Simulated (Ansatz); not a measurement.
Pulling on the Si4–C2 bond in C3H10O3Si (SMILES CC(C)[Si](O)(O)O) (multiplicity 1 held, fragments rigid). Energies count from the point at 1.867 Å.
Geometry at that point (charge 0, multiplicity 1):
```xyz
17

C     -1.177     1.741    -0.806
C     -1.183     0.343    -0.170
C     -1.836    -0.684    -1.107
Si     0.527    -0.188     0.360
O      1.408    -0.259    -1.034
O      1.203     0.824     1.464
O      0.537    -1.621     1.165
H     -0.569     1.757    -1.713
H     -0.784     2.498    -0.123
H     -2.190     2.048    -1.080
H     -1.774     0.389     0.752
H     -2.848    -0.374    -1.379
H     -1.263    -0.793    -2.030
H     -1.914    -1.669    -0.641
H      2.333    -0.511    -0.964
H      1.360     1.731     1.193
H      0.265    -2.402     0.678
```

Restricted levels (R-, RO-) in cc, def2 and unpolarised 6-31G sets keep to the state of the molecule at rest. Active spaces are followed from a long bond inwards. Curves can end on different states.

Cores are frozen in the correlated methods.

Run with Ansatz (a quantum-chemistry and plane-wave program) with Gaussian orbitals. Each number belongs to the level named beside it.

**Question.** Predict the energy at R = 5.042 Å from FIC-MRCISD on CASSCF(2,2)/cc-pV(D+d)Z.

**Answer.** 96.5 kcal/mol

**Question.** What is the computed energy at R = 5.042 Å (R-SCS-MP2/cc-pV(D+d)Z)?

**Answer.** 107.2 kcal/mol

**Question.** What is the computed energy at R = 5.042 Å (FIC-MRCISD+Q on CASSCF(2,2)/cc-pV(D+d)Z)?

**Answer.** 99.3 kcal/mol

Doubts at one or more of the structures used: a restricted determinant that unrestricted orbitals would lower (R-SCS-MP2/cc-pV(D+d)Z).
